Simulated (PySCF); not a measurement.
Relaxation of quintet FeCl₂

Level of theory: UPBE in PySCF with Fe def2-TZVP, Cl def2-TZVP; no relativity; density-fitted integrals. A (50,194) grid was used.

A hand-made linear start, of D∞h symmetry, held to at least that symmetry:

```xyz
3
charge 0 multiplicity 5, angstrom
Fe    0.0000    0.0000    0.0000
Cl    0.0000    0.0000    2.1500
Cl    0.0000    0.0000   -2.1500
```

Optimiser trace:
```json
{"step": "0", "E − E(last) (kJ/mol)": "1.04", "largest gradient (Eh/bohr)": "0.00755"}
{"step": "1", "E − E(last) (kJ/mol)": "0.15", "largest gradient (Eh/bohr)": "0.00299"}
{"step": "2", "E − E(last) (kJ/mol)": "0.00", "largest gradient (Eh/bohr)": "0.00018"}
{"step": "3", "E − E(last) (kJ/mol)": "0.00", "largest gradient (Eh/bohr)": "0.00000"}
```

It ends at D∞h with Fe–Cl 2.123 Å (×2); Cl–Fe–Cl 180.0°. A frequency run shows a minimum.

Final geometry:
```xyz
3
charge 0 multiplicity 5, angstrom
Fe    0.0000    0.0000    0.0000
Cl    0.0000    0.0000    2.1229
Cl    0.0000    0.0000   -2.1229
```

With open d or f shells other occupations or spin states may lie lower.

The relaxation took about 18 core-seconds on a shared host.
